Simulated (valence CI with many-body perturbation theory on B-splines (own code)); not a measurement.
Bi50+: key properties

Level of theory: valence CI with perturbative core correlation (CI+MBPT): five valence electrons over a frozen Dirac-Fock core [Ar] 3d10, a basis of 9 s, 9 p, 8 d, 6 f, 3 g, 1 h functions for each j, with the one-electron correlation potential Σ1, the two-electron term Σ2, the three-electron term Σ3, Breit, model QED; selected CI, second order for the rest, scaled by the run's own slope (own B-spline code, finite nucleus).

No measured spectrum was set against this ion. As an estimate, large intervals hold to a few tenths of a per cent, small ones and those within an open d or f shell to about a per cent. Among the levels kept, up to 660 cm⁻¹ of a level comes from second order outside the variational space, and about a tenth of that is noise between levels of different J, which matters for small intervals.

Levels are named by their leading jj configuration (3d3/2^4 stands for four electrons in 3d with j = 3/2), which in mixed levels can hold well under half, so a name can repeat and another be missing.

Rates and lifetimes use the calculated energies. Strong lines usually hold to 10 to 20 %, long lifetimes can be off by a factor of two.

What is the ground level?

(4s^2 4p1/2^2 4p3/2) J=3/2, composition 48 % 4s²4p³ ²P° + 27 % 4s²4p³ ²D° + 25 % 4s²4p³ ⁴S°, g = 1.349.

Among levels below 36.422 Ry, which E1 lines absorb most strongly from the ground level?

to (4s^2 4p1/2 4p3/2 4d3/2) J=5/2 at 3.273 nm, f = 0.769; to (4s^2 4p1/2 4p3/2 4d3/2) J=3/2 at 3.256 nm, f = 0.672; to (4s 4p1/2^2 4p3/2^2) J=3/2 at 3.976 nm, f = 0.285.

How well does LS coupling describe the low levels?

Among the lowest 20 levels the leading LS term, summed over configurations, holds 55 % on average. For single configurations the figures are 54 % in LS and 97 % in jj coupling. Terms mix most in the J = 5/2 level at 17.020 Ry, where the leading one holds 33 %.

Where does the other parity begin?

At (4s^2 4p1/2^2 4d3/2) J=3/2, 13.713 Ry.

Name the longest-lived excited levels whose lifetime is computed, and their main decay.

(4s^2 4p1/2 4p3/2 4d5/2) J=9/2 at 29.349 Ry lives 636 ns, mostly by E2 to (4s^2 4p1/2^2 4d5/2) J=5/2; (4s^2 4p1/2 4p3/2^2) J=5/2 at 12.926 Ry lives 92.1 ns, mostly by M1 to (4s^2 4p1/2^2 4p3/2) J=3/2; (4s^2 4p1/2 4p3/2^2) J=1/2 at 13.524 Ry lives 33.6 ns, mostly by M1 to (4s^2 4p1/2^2 4p3/2) J=3/2.

What is the ionisation energy?

2837.4 eV; NIST lists 2835 ± 4 eV (theoretical).

What are the static dipole polarisabilities of the lowest levels?

(4s^2 4p1/2^2 4p3/2) J=3/2 0.0184 (tensor 0.0011) bohr³, of which the core gives 0.00117.
